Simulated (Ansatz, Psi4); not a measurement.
System: CHO, charge 0, multiplicity 2. SMILES: [CH][O]
Geometry from a B3LYP-D3(BJ)/def2-TZVP (Ansatz, a quantum-chemistry and plane-wave program) optimisation:
```xyz
3

C     -0.0532    -0.0464    -0.5816
O     -0.0624     0.0024     0.5892
H      0.8184     0.2590    -1.2239
```
Charge 0, spin multiplicity 2.

Wanted: size of the dipole moment, in D. Conventions: no spin-orbit coupling; no dispersion term unless named; non-relativistic; 6-31G* and kin with 6d, 5d where marked; 6-311+G** with 5d; open shells spin-unrestricted. First-principles rows: single points at B3LYP-D3(BJ) geometries (Ansatz).

| level | program | size of the dipole moment (D) |
|---|---|---|
| SVWN5/6-31G* | Ansatz | 1.43 |
| PBE/STO-3G | Ansatz | 0.94 |
| PBE/def2-SVP | Ansatz | 1.35 |
| B3LYP/6-31G | Ansatz | 1.76 |
| B3LYP/6-31G* | Ansatz | 1.53 |
| B3LYP/def2-SVP | Ansatz | 1.51 |
| wB97X-D/6-311+G** | Psi4 | 1.78 |

No value to compare with is used here. The 7 habitual levels span 0.94 (PBE/STO-3G) to 1.78 D (wB97X-D/6-311+G**).

The levels are drawn from those run, B3LYP/6-31G* more often than the rest, none by its result; left out are runs that failed, that the program found above a lower state of the same kind, or whose <S^2> lies over 0.5 above the pure value.
